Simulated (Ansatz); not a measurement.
Ansatz (a program for electronic structure) input (PBE/STO-3G):

Ansatz 0.2 input:
```yaml
crystal:
  periodic: [false, false, false]
  atoms:
    - {symbol: Cl, position_ang: [-1.40960085, -2.17316192, 1.42886081]}
    - {symbol: H, position_ang: [-0.33479585, -2.09863816, 2.12856191]}
basis:
  gaussian:
    orbitals: STO-3G
    ghost_atoms:
      - {symbol: F, position_ang: [-0.19925758, 0.25866501, -0.25613199]}
      - {symbol: H, position_ang: [-0.69531763, -0.43603291, 0.11641782]}
hamiltonian:
  xc: {name: PBE}
magnetization: {spin_polarized: false}
```

Output:

```
Functional definition: PBE
integrals: 0.00 GiB planned
162 factors; integrals over basis functions are off by at most 1.0e-3 eV
mean field: 0.05 GiB planned
mean field evaluation 1: about -12395.9734 eV, gradient 8.5e0 eV
mean field evaluation 2: about -12396.1048 eV, gradient 7.1e0 eV
mean field evaluation 4: about -12396.3335 eV, gradient 5.4e-2 eV
mean field evaluation 8: about -12396.3292 eV, gradient 2.3e-4 eV
mean field -12396.32922871 eV, -455.5566966213 hartree, gradient 7.0e-6 eV, S^2 0.000000; 0 other end points of the search recorded, 0 dependent functions left out
reference -12396.32924174 eV, -455.5566971002 hartree; 9, 9 occupied and 7, 7 virtual orbitals, 162 factors
Total energy: -12396.32924174 eV, -455.5566971002 hartree
```
